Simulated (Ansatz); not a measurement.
An input meant for TaF₅ (charge 0, singlet).

```yaml
crystal:
  periodic: [false, false, false]
  atoms:
    - {symbol: Ta, position_ang: [0.000042, -0.000001, -0.000006]}
    - {symbol: F, position_ang: [-0.015526, -0.005375, 1.879899]}
    - {symbol: F, position_ang: [0.015931, 0.005374, -1.879878]}
    - {symbol: F, position_ang: [1.853361, 0.010126, 0.015529]}
    - {symbol: F, position_ang: [-0.935702, 1.599829, -0.003254]}
    - {symbol: F, position_ang: [-0.918105, -1.609952, -0.012289]}
basis:
  gaussian: {orbitals: def2-SVPD, fitting: {mean_field: def2-universal-jkfit}}
hamiltonian: {xc: {name: HF}}
correlation: {method: ccsd_t}
multiplicity: 3
```

```sh
$ ansatz run in.yaml --threads 2 --pin off --events-out ev --progress --plain --max-ram 32768MiB --backend cuda --devices 0, --max-vram 18GiB
```

Shortened log:

```
Error: YAML parse error: error: line 14 column 1: unknown field `multiplicity`, expected one of crystal, accuracy, basis, kpoints, hamiltonian, magnetization, projection, total_charge, correlation, batch, efield, external_charges, scf, relax, neb, saddle, md, ramp, phonons, dielectric, real_time, elastic, magnetic_configurations, gw, evaluate, workflow, output, checkpoint, execution
12 | hamiltonian: {xc: {name: HF}}
13 | correlation: {method: ccsd_t}
14 | multiplicity: 3
```

What is wrong with this run?

The input holds a key that doesn't belong there (the spin goes under magnetization). The input was rejected before any iteration.
